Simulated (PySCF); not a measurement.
Telling isomers of C7H7NOSi apart by NMR

PySCF calculation with GIAO PBE0/pcSseg-1 shieldings and structure optimised with GFN2-xTB; isolated molecule, fast rotation and ring inversion assumed for equivalent nuclei, relativity neglected, one conformer.

Referencing at the same level of theory: $^{1}$H and $^{13}$C vs TMS. Where no couplings were computed, multiplicities follow the n + 1 count of equivalent neighbours, and m marks all less simple cases (inequivalent or close neighbours, rings, F or P nearby). Shifts are as computed. Against solution values, carbons near 30 ppm lie about +3 ppm off and those near 130 ppm about +5 ppm. Of 1309 compounds with measured shifts, 239 miss one by over three times the rms of a fit or turn the order of signals round; such compounds aren't used in these exercises.

(1) Tabulate the signals of `CC#C/C=C/[Si@@H](C#N)C=O`, `C#C[C@@H]1C(=O)[SiH2][C@@]1(C)C#N`, `N#Cc1cccc(O[SiH3])c1` and their relative energies.

(2) What is the quickest way to tell C#C[C@@H]1C(=O)[SiH2][C@@]1(C)C#N from N#Cc1cccc(O[SiH3])c1?

(3) What is the quickest way to tell CC#C/C=C/[Si@@H](C#N)C=O from C#C[C@@H]1C(=O)[SiH2][C@@]1(C)C#N?

(4) What is the quickest way to tell CC#C/C=C/[Si@@H](C#N)C=O from N#Cc1cccc(O[SiH3])c1?

## Answers

(1) 
```json
{"SMILES": "CC#C/C=C/[Si@@H](C#N)C=O", "carbon types": "3×C 3×CH 1×CH3", "δC": "238.0, 145.3, 130.8, 122.3, 108.4, 86.5, 6.2", "δH": "11.91 (d, 1H), 6.90 (d, 1H), 6.12 (m, 1H), 4.51 (m, 1H), 2.32 (s, 3H)", "E rel. (kcal/mol)": "72.4"}
{"SMILES": "C#C[C@@H]1C(=O)[SiH2][C@@]1(C)C#N", "carbon types": "4×C 2×CH 1×CH3", "δC": "234.1, 129.5, 87.0, 79.1, 69.5, 21.4, 14.7", "δH": "5.52 (m, 1H), 5.11 (m, 1H), 4.34 (m, 1H), 2.15 (d, 1H), 1.77 (s, 3H)", "E rel. (kcal/mol)": "83.8"}
{"SMILES": "N#Cc1cccc(O[SiH3])c1", "carbon types": "3×C 4×CH", "δC": "162.6, 136.4, 132.3, 130.3, 124.1, 123.9, 118.3", "δH": "7.70 (m, 1H), 7.58 (m, 1H), 7.47 (d, 1H), 7.11 (s, 1H), 5.18 (s, 3H)", "E rel. (kcal/mol)": "0.0"}
```

Energies are electronic energies at PBE0/pcSseg-1 on these geometries, without zero-point or thermal terms, each for the one conformer computed, which needn't be the lowest.

(2) Both give the same number of carbon signals, but DEPT or the intensities differ. The first has a carbonyl carbon (C) at 234.1 ppm, the second an aromatic CH at 136.4 ppm. Their most deshielded carbons lie at 234.1 and 162.6 ppm. In the proton spectra the most deshielded non-exchanging signals are 5.52 (m, 1H) and 7.70 (m, 1H).

(3) Both give the same number of carbon signals, but DEPT or the intensities differ. The first has a carbonyl carbon (CH) at 238.0 ppm, the second a carbonyl carbon (C) at 234.1 ppm. In the proton spectra the most deshielded non-exchanging signals are 11.91 (d, 1H) and 5.52 (m, 1H).

(4) Both give the same number of carbon signals, but DEPT or the intensities differ. The first has a carbonyl carbon (CH) at 238.0 ppm, the second an aromatic carbon bearing oxygen (C) at 162.6 ppm. In the proton spectra the most deshielded non-exchanging signals are 11.91 (d, 1H) and 7.70 (m, 1H).
